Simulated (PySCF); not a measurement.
A small calculation by hand: oscillator strength and radiative lifetime

2-bromofuran (C4H3BrO), SMILES c1oc(cc1)Br.

The structure is a stationary point at ωB97X-D3(BJ)/def2-SVP.

TDA-PBE/def2-SVPD run with PySCF puts the first singlet state with f over 0.02 at 5.81 eV (vertical), with the transition dipole (0.227, -1.427, 0.000) in atomic units.

Problem. Find the oscillator strength, the wavelength and the radiative lifetime that this transition would have in vacuum if emission retraced absorption.

Solution. 
|μ|² = 2.0879 au, so |μ| = 3.67 D. ΔE = 5.81/27.211 = 0.2135 hartree. f = (2/3) ΔE |μ|² = 0.297 (the program prints 0.297).
λ = 1239.84/5.81 = 213 nm; ν = 46861 cm⁻¹.
Einstein's coefficient A = 0.6670 ν² f s⁻¹ (ν in cm⁻¹) = 4.4e8 s⁻¹, so τ = 1/A = 2.3 ns. This state is S2; the lower singlet has f = 0.000. The figure is the radiative limit of this one transition; relaxation, internal conversion, crossing to triplets and a medium change what is measured.
